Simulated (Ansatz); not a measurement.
Consider the ligand exchange at the Si–C bond: `CC[SiH3]` + `[OH][GaH][F]` → `[F][GaH][O][SiH3]` + `CC`.

Gas-phase electronic energies from Ansatz, PBE0-D4/def2-TZVP geometries. CCSD(T)/CBS is the MP2 limit (def2-TZVPP, def2-QZVPP) plus CCSD(T) − MP2 in def2-TZVPP, frozen cores. This one scheme is used for every species. Functionals use def2-TZVPP. For Ga outer-core shells are correlated without core-valence functions, which leaves a few kJ/mol of doubt a bond. Scalar relativity is left out up to krypton. One conformer a species, not always the lowest.

Is it downhill or uphill in electronic energy at CCSD(T)/CBS, and by how much? (An estimate is asked.)

Ansatz gave: Downhill: ΔE = -113.7 kJ/mol.

What do these levels give: B97M-V, BHLYP-D4, r2SCAN0, HF/def2-QZVPP, SCS-MP2/def2-QZVPP, CCSD/CBS(def2)? (An estimate is asked.)

Ansatz gave: B97M-V -116.0, BHLYP-D4 -127.4, r2SCAN0 -115.2, HF/def2-QZVPP -141.2, SCS-MP2/def2-QZVPP -120.8, CCSD/CBS(def2) -117.0 kJ/mol.

What do rigid-rotor, harmonic-oscillator terms from PBE0-D4/def2-TZVP frequencies (298.15 K, 1 bar) make of the CCSD(T)/CBS value? (Best estimate.)

Ansatz gave: ΔZPE = +2.1 kJ/mol, ΔH = -110.3 kJ/mol, ΔS = 1 J/(mol·K), ΔG = -110.6 kJ/mol. Modes under 50 cm⁻¹ make the entropy rough.

Largest T1 diagnostic among the species: 0.015.

In def2-TZVPP, CCSD(T) changes the Hartree–Fock value by +25.1 kJ/mol (the triples alone add +3.3 kJ/mol) and MP2 by +23.9 kJ/mol. Leaving LDA and LC-ωPBE aside and taking each functional with its dispersion term where it has one, the values, not all of them listed here, spread over 30.9 kJ/mol, from BHLYP-D4 to revPBE-D4. LDA lies +3.2 kJ/mol from PBE without D4.
